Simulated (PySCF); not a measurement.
# PBEsol on Se⁻ (selenium, charge -1)

Configuration: [Ar] 3d10 4s2 4p5, 2P determinant. All numbers are calculated (PySCF 2.14, scalar relativity by spin-free X2C-1e, in aug-cc-pVDZ-DK (6s5p3d, 36 functions)).

```json
{"Total energy": "-2427.757 hartree", "One-electron energy": "-3387.724 hartree", "Hartree (Coulomb) energy": "1046.686 hartree", "Exchange-correlation energy": "-86.719 hartree", "⟨S²⟩": "0.7523", "⟨L²⟩": "2.019", "Sum of ⟨r⟩": "29.20 bohr", "Sum of ⟨r²⟩": "58.71 bohr²", "Traceless quadrupole moment −½Σ⟨3z² − r²⟩ along its main axis": "3.90 e·bohr²", "Langevin diamagnetic susceptibility": "-46.5 ×10⁻⁶ cm³/mol"}
```

```tsv
shell	electrons	mean orbital energy (hartree)	spread (hartree)	rms radius, mean of both spins (bohr)
1s α	1	-458.36240	0	0.0508
1s β	1	-458.36085	0	0.0508
2s α	1	-58.70535	0	0.212
2s β	1	-58.70443	0	0.212
2p α	3	-51.63279	0.00502	0.189
2p β	3	-51.63131	0.00300	0.189
3s α	1	-7.53636	0	0.616
3s β	1	-7.53424	0	0.616
3p α	3	-5.32288	0.01569	0.639
3p β	3	-5.32047	0.01224	0.639
3d α	5	-1.66183	0.01640	0.706
3d β	5	-1.65833	0.01146	0.706
4s α	1	-0.36437	0	1.97
4s β	1	-0.33596	0	1.97
4p α	3	0.01411	0.03679	2.91
4p β	2	0.03852	0	2.91
```

At PBEsol the highest occupied level has a positive energy, so only the finite basis holds that electron; in a semilocal or global hybrid functional this comes from self-interaction and does not mean that the real anion is unbound.

Densities and radii are taken from the X2C orbitals without a picture-change correction, which distorts them close to the nucleus.
